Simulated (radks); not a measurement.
The numbers below are computed, except where a source is named.
Fractional charge and spin in the 4p shell of ruthenium: the spin-up occupation runs from 2 to 3 and the spin-down occupation from 2 to 3; the fullest corner is Ru3+, [Ar] 3d10 4s2 4d(up 2.5, down 2.5) 4p(up 3, down 3). Level of theory: scalar-relativistic Kohn-Sham, PBEsol, spin-polarised, spherical densities, finite nucleus; Fermi nuclear charge, rms radius of each element as measured or else 0.836 A^(1/3) + 0.57 fm (a radial shooting solver on a logarithmic mesh with Libxc functionals). Energy (eV) above the fullest corner. The planes named below are the two flat planes that join the four corners, with an edge along up + down = one added electron.

down \ up        2     2.25      2.5     2.75       3
2          195.966  167.527  140.204  113.985  88.856
2.25       167.527  140.276  114.126   89.064  65.076
2.5        140.204  114.126   89.133   65.213  42.350
2.75       113.985   89.064   65.213   42.418  20.664
3           88.856   65.076   42.350   20.664   0.000

Corners above the fullest one (they belong to Ru4+ and the next ion): (up 3, down 2) 88.856 eV, (up 2, down 3) 88.856 eV, (up 2, down 2) 195.97 eV. With half an added electron in each spin the energy lies 0.277 eV from the planes, and with half an added electron in spin up alone -2.206 eV. The planes are only a guide here: the flat-plane condition holds for ground states with one frontier orbital, while this shell lies below other occupied shells, so the corners above the fullest one are inner-hole states and not the ground states of those ions.
